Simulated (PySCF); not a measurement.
Nuclear quadrupole coupling in `FCc1ccon1`

Compound: C4H4FNO.
Z-matrix (Å and degrees, GFN2-xTB geometry), rows numbered from 1:
```
F 
C   1  1.3705
C   2  1.4892  1  110.68
C   3  1.4188  2  127.85  1   -19.38
C   4  1.3619  3  103.16  2  -179.11
O   5  1.3338  4  109.77  3     0.19
N   3  1.3087  2  121.72  1   161.61
H   2  1.0968  1  107.04  3  -120.74
H   2  1.0942  1  107.72  3   121.46
H   4  1.0684  3  127.45  2     1.37
H   5  1.0714  4  133.00  3   180.00
```

Field gradients from the PBE0/pcSseg-1 density (PySCF, non-relativistic), principal values in atomic units, ordered |Vxx| ≤ |Vyy| ≤ |Vzz|:

```json
{"atom": "O6", "Vxx": "-0.8023", "Vyy": "-0.9778", "Vzz": "1.7801"}
{"atom": "N7", "Vxx": "-0.0134", "Vyy": "-1.1755", "Vzz": "1.1889"}
```

Problem. Find the asymmetry η = (Vxx − Vyy)/Vzz and the couplings χ = eQV/h (234.96 MHz × Q in barn × V in au), with Q(17O) = −0.0256 b, Q(14N) = 0.02044 b.

Solution. 
```json
{"atom": "O6", "environment": "ring oxygen", "nucleus": "17O", "η": "0.10", "χzz (MHz)": "-10.71", "χxx (MHz)": "4.83", "χyy (MHz)": "5.88"}
{"atom": "N7", "environment": "pyridine-type nitrogen", "nucleus": "14N", "η": "0.98", "χzz (MHz)": "5.71", "χxx (MHz)": "-0.06", "χyy (MHz)": "-5.65"}
```

At N7 η is above 0.9: Vyy and Vzz are nearly equal in size and opposite in sign, so a small change could swap them and flip the sign of χzz. The tensor is traceless: Vxx + Vyy + Vzz = 0.

Problem. What is Vzz at O6 in SI units (1 au = 9.71736 × 10²¹ V/m²)?

Solution. 1.7801 au = 17.298 × 10²¹ V/m².

Were the hydrogens deuterons (Q(2H) = 0.00286 b), χzz would run from 190 kHz (H8) to 236 kHz (H10).

Isolated species at its GFN2-xTB geometry (one conformer only). GFN2-xTB bond lengths can be off by several hundredths of an ångström, more for odd bonds, and the gradients follow them. These gradients aren't converged with respect to the basis.
